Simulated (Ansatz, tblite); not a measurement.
Forces on InSn₆⁺ at its B3LYP-D4/def2-SVP geometry. The state is a singlet with charge 1.

In the def2 sets In, Sn take a core potential; there is no spin–orbit coupling. The xTB rows come from tblite. The restricted singlet is unstable towards broken spin symmetry in Hartree–Fock (as tested in another run); at PBE-D4/def2-TZVP this wasn't settled. The structure comes from a short search, and lower isomers may exist.

GFN1-xTB (tblite), largest force 1.85 eV/Å:

```xyz
7
positions Å, forces eV/Å
In   -3.167    2.028    0.394    0.624   -0.401   -0.080
Sn   -1.353   -0.557    1.441    0.984    0.424   -1.062
Sn    1.485   -2.229    0.979   -0.744    1.478   -0.819
Sn   -0.358   -1.339   -1.221    0.849    0.683    0.884
Sn    2.441   -0.272   -1.454   -1.498   -0.059    1.092
Sn   -0.307    1.605   -1.243    0.202   -1.163    0.919
Sn    1.260    0.765    1.105   -0.417   -0.961   -0.934
```

GFN2-xTB (tblite), largest force 1.21 eV/Å:

```
In -0.193 0.124 0.025
Sn 0.639 0.121 -0.555
Sn -0.166 0.296 -0.153
Sn 0.445 0.788 0.806
Sn -0.310 0.002 0.214
Sn 0.246 -0.682 0.445
Sn -0.661 -0.649 -0.783
```

PBE-D4/def2-TZVP (Ansatz), largest force 0.30 eV/Å:

```
In 0.209 -0.135 -0.026
Sn 0.076 0.128 -0.168
Sn -0.098 0.166 -0.082
Sn 0.159 0.160 0.195
Sn -0.180 0.009 0.115
Sn -0.053 -0.136 0.161
Sn -0.113 -0.192 -0.195
```
